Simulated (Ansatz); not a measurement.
Input for Ansatz (a first-principles code): R-r2SCAN/def2-TZVPP on FH4NSi (SMILES N[SiH2]F), a point of a torsion scan.

Ansatz 0.2 input:
```yaml
crystal:
  periodic: [false, false, false]
  atoms:
    - {symbol: N, position_ang: [1.02479260, -0.12172033, -0.19795685]}
    - {symbol: Si, position_ang: [-0.64436973, 0.13822723, 0.08096972]}
    - {symbol: F, position_ang: [-1.23612476, -1.35028663, 0.21309963]}
    - {symbol: H, position_ang: [1.47267356, -0.93664253, 0.18741218]}
    - {symbol: H, position_ang: [1.66715599, 0.64754077, -0.26391746]}
    - {symbol: H, position_ang: [-1.23287220, 0.74389060, -1.10088303]}
    - {symbol: H, position_ang: [-1.02143548, 0.77712871, 1.33806934]}
basis:
  gaussian:
    orbitals: def2-TZVPP
hamiltonian:
  xc: {name: r2SCAN}
scf: {lower_state_search: off}
```

Program output:

```
WARN ansatz: RAYON_NUM_THREADS=1 ignored (pool sized by the plan → 1); use --threads N
Functional definition: r2SCAN
these checks for a lower state are left out or cut short: stability, starts, cluster_reference, orbital_swaps, neighbouring_geometries, increment
integrals: 0.06 GiB planned
835 factors; their error is unknown
mean field: 0.51 GiB planned
mean field evaluation 1: about -12143.2763 eV, gradient 7.0e1 eV
mean field evaluation 2: about -12126.1703 eV, gradient 1.1e2 eV
mean field evaluation 4: about -12151.6065 eV, gradient 2.3e0 eV
mean field evaluation 8: about -12151.6197 eV, gradient 1.4e-1 eV
mean field evaluation 16: about -12151.6004 eV, gradient 4.5e-5 eV
mean field -12151.60042232 eV, -446.5630788695 hartree, gradient 2.6e-6 eV, S^2 0.000000; 0 other end points of the search recorded, 0 dependent functions left out
reference -12151.60043205 eV, -446.5630792274 hartree; 17, 17 occupied and 143, 143 virtual orbitals, 835 factors
Total energy: -12151.60043205 eV, -446.5630792274 hartree
Checks for a lower state left out: stability, starts, cluster_reference, orbital_swaps, neighbouring_geometries, increment
```

The run converged.

Cost: roughly 1.9 core-seconds.
